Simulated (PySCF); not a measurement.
# Exercise with solution: chemical shift, span and skew from a shielding tensor

C4H8BN, SMILES C1CB(CC=1)N. Atoms are numbered in the order given.

```xyz
14

N      0.0000     0.0000     2.1902
B      0.0000     0.0000     0.7954
C      0.0000    -1.2941    -0.1433
C      0.0000    -0.6714    -1.5235
C      0.0000     0.6714    -1.5235
C      0.0000     1.2941    -0.1433
H      0.0000     0.8469     2.7464
H      0.0000    -0.8469     2.7464
H     -0.8791    -1.9479     0.0202
H      0.8791    -1.9479     0.0202
H      0.0000    -1.2708    -2.4402
H      0.0000     1.2708    -2.4402
H     -0.8791     1.9479     0.0202
H      0.8791     1.9479     0.0202
```

The structure is a stationary point at B3LYP-D3(BJ)/def2-SVP. This is a generated structure with no PubChem entry under its InChIKey; it may be hypothetical. The values are those of a single conformer.

GIAO shieldings from HF/pcSseg-1 run with PySCF, non-relativistic, no solvent. The symmetric part of the tensor of C4 has the principal values -86.0, 78.9, 149.7 ppm. The same nucleus in TMS has σ = 192.6 ppm at this level (PySCF, at its B3LYP-D3(BJ)/def2-TZVP geometry).

**Question.** Work out the isotropic shielding, the ¹³C shift against TMS, the span and the skew.

**Answer.** 
σ(iso) = (σ11 + σ22 + σ33)/3 = 47.5 ppm. δ = σ(ref) − σ(iso) = 192.6 − (47.5) = 145.1 ppm.
Span Ω = σ33 − σ11 = 235.7 ppm. Skew κ = 3(σ(iso) − σ22)/Ω = -0.40. Tumbling in solution averages the tensor to δ; in a static solid the shielding alone would spread this spin-1/2 line over Ω.
